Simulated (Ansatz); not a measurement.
## Pulling the pair apart

The pair of Cl⁻ (SMILES [Cl-], atom 1) and C2H2 (SMILES C#C, atoms 2–5), both closed shells, in one local arrangement (a lower one may exist), relaxed at PBE0-D4/def2-TZVPD:

Cl1  (-1.532, 0.179, -2.712)
C2  (0.683, -0.080, 1.209)
C3  (0.092, -0.011, 0.163)
H4  (1.205, -0.141, 2.134)
H5  (-0.448, 0.053, -0.793)
(Å)

C2H2 is shifted rigidly along the line between the mean atom positions of the two fragments (negative: closer). Counterpoise interaction energies in kcal/mol. Computed with Ansatz 0.2.0 (basis: def2-TZVPPD); correlated methods freeze the cores. B3LYP uses VWN-RPA correlation.

```csv
shift (Å),r2SCAN-D4,PBE0-D4,B3LYP-D4
-0.22,-10.62,-11.10,-10.04
-0.11,-11.46,-11.91,-11.07
0.00,-11.71,-12.12,-11.45
0.11,-11.56,-11.95,-11.41
0.26,-10.97,-11.32,-10.92
0.55,-9.41,-9.71,-9.44
1.10,-6.51,-6.75,-6.60
2.21,-3.20,-3.36,-3.34
```

Question: What does CCSD(T) give at these shifts? (Judge from chemistry; the value comes from the calculation.)

Answer: By the calculation: -8.51, -9.74, -10.29, -10.38, -10.05, -8.80, -6.21, -3.08 kcal/mol. For zero shift, CCSD(T) at an estimated basis limit (MP2 extrapolated from triple and quadruple zeta, plus CCSD(T) − MP2 in triple zeta) gives -11.06 kcal/mol. These are counterpoise interaction energies, counted from the two frozen fragments.

No T1 diagnostic of these runs exceeds 0.012.

For scale, one of the runs: CCSD(T)/def2-TZVPPD, 159 basis functions, launched by `ansatz run in.yaml --threads 2 --pin off --events-out ev --progress --plain --max-ram 5222MiB`. Time: 8 s of wall clock on 2 CPU threads of an Intel Xeon 6975P-C; the host was shared. Peak host memory: 1.2 GiB.
